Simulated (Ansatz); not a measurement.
```yaml
crystal:
  periodic: [false, false, false]
  atoms:
    - {symbol: C, position_ang: [-0.588377, 1.880254, -1.164889]}
    - {symbol: C, position_ang: [-0.193742, 0.904355, -0.594172]}
    - {symbol: Ge, position_ang: [0.512385, -0.476149, 0.484416]}
    - {symbol: O, position_ang: [-0.737110, -1.763408, 0.395739]}
    - {symbol: H, position_ang: [-1.055280, 2.727636, -1.734416]}
    - {symbol: h, position_ang: [0.749876, -0.057505, 1.905032]}
    - {symbol: H, position_ang: [1.805816, -1.008648, -0.099602]}
    - {symbol: H, position_ang: [-0.492771, -2.537445, 0.884409]}
basis:
  gaussian: {orbitals: def2-SVPD}
hamiltonian: {xc: {name: B3LYP5}}
scf: {lower_state_search: full}
```

```sh
$ ansatz run in.yaml --threads 2 --pin off --events-out ev --progress --plain --max-ram 4352MiB
```

How does Ansatz answer? (Estimate.)

The calculation gave: The input was rejected before any iteration.
```
Error: YAML parse error: error: line 9 column 16: `h` is not an element symbol (H … Og, case-exact)
 7 |     - {symbol: O, position_ang: [-0.737110, -1.763408, 0.395739]}
 8 |     - {symbol: H, position_ang: [-1.055280, 2.727636, -1.734416]}
 9 |     - {symbol: h, position_ang: [0.749876, -0.057505, 1.905032]}
10 |     - {symbol: H, position_ang: [1.805816, -1.008648, -0.099602]}
11 |     - {symbol: H, position_ang: [-0.492771, -2.537445, 0.884409]}
```

B3LYP here is the variant with VWN-RPA as its local correlation; programs differ in this.
